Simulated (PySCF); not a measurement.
Delta-SCF ions had no search for a lower state. Excitations are Tamm–Dancoff values on a coarser integration grid. The basis has no diffuse functions, so Rydberg states are missing or too high.

Z-matrix (Å, degrees):
```
C
C 1 1.4218
C 2 1.3799 1 120.82
H 2 1.0911 3 119.63 1 180.00
H 3 1.0926 2 119.91 4 0.00
C 3 1.4166 5 119.67 2 180.00
C 6 1.3782 3 120.20 5 -180.00
H 7 1.0914 6 122.08 3 -180.00
H 6 1.0927 7 120.15 8 0.00
C 7 1.4218 8 117.14 6 -180.00
N 10 1.3627 7 118.14 8 0.00
C 11 1.3125 10 117.74 7 -180.00
H 12 1.0976 11 116.83 10 -180.00
C 12 1.4182 13 119.12 11 -180.00
C 14 1.3811 12 120.11 13 180.00
H 14 1.0928 15 120.46 1 180.00
C 15 1.5036 14 121.51 16 0.00
H 17 1.0988 15 111.12 14 0.00
H 17 1.1024 18 108.06 15 -122.35
H 17 1.1024 18 108.06 19 -115.30
```
Charge 0, multiplicity 1.

Estimate the total energy, HOMO, vertical ionisation energy (Delta-SCF), S1–T1 gap (TDA), LUMO, S1 excitation (TDA), T1 excitation (TDA) and HOMO–LUMO gap that TPSSh-D3(BJ)/def2-TZVP // B3LYP-D3(BJ)/def2-SVP run with PySCF returns for this input.


- total energy: -441.4617 Ha
- HOMO: -6.13 eV
- vertical ionisation energy (Delta-SCF): 8.18 eV
- S1–T1 gap (TDA): 1.04 eV
- LUMO: -1.91 eV
- S1 excitation (TDA): 4.07 eV
- T1 excitation (TDA): 3.03 eV
- HOMO–LUMO gap: 4.22 eV
